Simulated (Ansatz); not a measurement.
Compare A (`C#CCCCCCC`) with its isomer B (`CC#CCCCCC`).

Gas-phase electronic energies from Ansatz, PBE0-D4/def2-TZVP geometries. CBS: MP2 limit from def2 TZ/QZ plus the TZ coupled-cluster correction, frozen cores. DFT in def2-TZVPP. One conformer a species, not always the lowest.

A:

```xyz
22

C    -2.261   -1.933    2.170
C    -2.067   -0.753    2.056
C    -1.831    0.671    1.891
C    -1.296    1.037    0.504
C     0.062    0.431    0.203
C     0.567    0.782   -1.188
C     1.960    0.252   -1.500
C     2.054   -1.266   -1.527
H    -2.435   -2.977    2.278
H    -1.121    1.005    2.657
H    -2.766    1.208    2.082
H    -1.238    2.129    0.437
H    -2.020    0.713   -0.251
H     0.788    0.777    0.950
H    -0.003   -0.655    0.320
H    -0.141    0.398   -1.934
H     0.566    1.872   -1.302
H     2.279    0.648   -2.469
H     2.669    0.649   -0.763
H     1.831   -1.705   -0.552
H     1.347   -1.688   -2.248
H     3.055   -1.595   -1.813
```

B:

```xyz
22

C     1.079    0.917   -3.490
C     0.293    0.155   -2.538
C    -0.358   -0.483   -1.753
C    -1.146   -1.228   -0.784
C    -1.713   -0.352    0.337
C    -0.664    0.422    1.120
C     0.352   -0.449    1.842
C     1.325    0.363    2.679
H     1.446    1.845   -3.044
H     1.945    0.346   -3.832
H     0.485    1.182   -4.369
H    -1.972   -1.730   -1.300
H    -0.529   -2.026   -0.358
H    -2.428    0.352   -0.099
H    -2.281   -0.997    1.017
H    -0.137    1.099    0.438
H    -1.173    1.058    1.853
H     0.914   -1.042    1.113
H    -0.174   -1.168    2.482
H     1.881    1.069    2.056
H     2.052   -0.275    3.186
H     0.800    0.943    3.443
```

Q: Which isomer does CCSD(T)/CBS put lower? Give the gap. (Estimate.)

A: Computed: B, by 4.4 kcal/mol.

Q: Give E(B) − E(A) in kcal/mol with r2SCAN-D4, MP2/def2-TZVPP, HF/def2-TZVPP, CCSD(T)/def2-TZVPP, B2PLYP, CCSD(T)/def2-SVP, BLYP-D4. (Best estimate.)

A: The calculation gave: r2SCAN-D4 -6.3, MP2/def2-TZVPP -5.2, HF/def2-TZVPP -5.6, CCSD(T)/def2-TZVPP -4.6, B2PLYP -5.8, CCSD(T)/def2-SVP -5.1, BLYP-D4 -6.2. None reverses the order clearly.

Largest T1 diagnostic: 0.010.

Leaving LDA and LC-ωPBE aside and taking each functional with its dispersion term where it has one, the values, not all of them listed here, spread over 1.6 kcal/mol, from PBE-D4 to ωB97M-V.
